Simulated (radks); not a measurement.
The numbers below are computed, except where a source is named.
Effect of the nuclear size on the mercury ion Hg3+, [Xe] 4f14 5d9. Code: a radial shooting solver on a logarithmic mesh with Libxc functionals. Model: Dirac Kohn-Sham, BLYP, spin-unpolarised, spherical densities, finite nucleus; open shells fill j = l - 1/2 first; Fermi nuclear charge, rms radius 5.4648 fm. The rms radius is varied about that value; shifts are against it.

[
 {"rms radius (fm)": "4.6615", "total energy shift (eV)": "-29.5", "density at nucleus (e/bohr^3)": "2.482e+06", "1s1/2 shift (meV)": "-11800", "2s1/2 shift (meV)": "-1760", "5s1/2 shift (meV)": "-20.9", "5p1/2 shift (meV)": "-0.503", "5d5/2 shift (meV)": "0.270", "6s1/2 (empty) shift (meV)": "-3.11", "6p1/2 (empty) shift (meV)": "-0.136"},
 {"rms radius (fm)": "5.0549", "total energy shift (eV)": "-15.4", "density at nucleus (e/bohr^3)": "2.4e+06", "1s1/2 shift (meV)": "-6160", "2s1/2 shift (meV)": "-919", "5s1/2 shift (meV)": "-10.9", "5p1/2 shift (meV)": "-0.263", "5d5/2 shift (meV)": "0.141", "6s1/2 (empty) shift (meV)": "-1.62", "6p1/2 (empty) shift (meV)": "-0.071"},
 {"rms radius (fm)": "5.4648", "total energy shift (eV)": "0", "density at nucleus (e/bohr^3)": "2.325e+06", "1s1/2 shift (meV)": "0.000", "2s1/2 shift (meV)": "0.000", "5s1/2 shift (meV)": "0.000", "5p1/2 shift (meV)": "0.000", "5d5/2 shift (meV)": "0.000", "6s1/2 (empty) shift (meV)": "0.000", "6p1/2 (empty) shift (meV)": "0.000"},
 {"rms radius (fm)": "5.6725", "total energy shift (eV)": "8.07", "density at nucleus (e/bohr^3)": "2.289e+06", "1s1/2 shift (meV)": "3230", "2s1/2 shift (meV)": "482", "5s1/2 shift (meV)": "5.72", "5p1/2 shift (meV)": "0.138", "5d5/2 shift (meV)": "-0.074", "6s1/2 (empty) shift (meV)": "0.851", "6p1/2 (empty) shift (meV)": "0.037"},
 {"rms radius (fm)": "6.5468", "total energy shift (eV)": "44.0", "density at nucleus (e/bohr^3)": "2.157e+06", "1s1/2 shift (meV)": "17600", "2s1/2 shift (meV)": "2620", "5s1/2 shift (meV)": "31.1", "5p1/2 shift (meV)": "0.757", "5d5/2 shift (meV)": "-0.402", "6s1/2 (empty) shift (meV)": "4.63", "6p1/2 (empty) shift (meV)": "0.204"}
]

Slopes of the eigenvalues against <r^2> in GHz/fm^2, as finite differences over the two radii next to the reference (eigenvalue slopes, not the field-shift constants of lines): 1s1/2 343000, 2s1/2 51100, 5s1/2 607, 5p1/2 14.6, 5d5/2 -7.83, 6s1/2 (empty) 90.3, 6p1/2 (empty) 3.97.
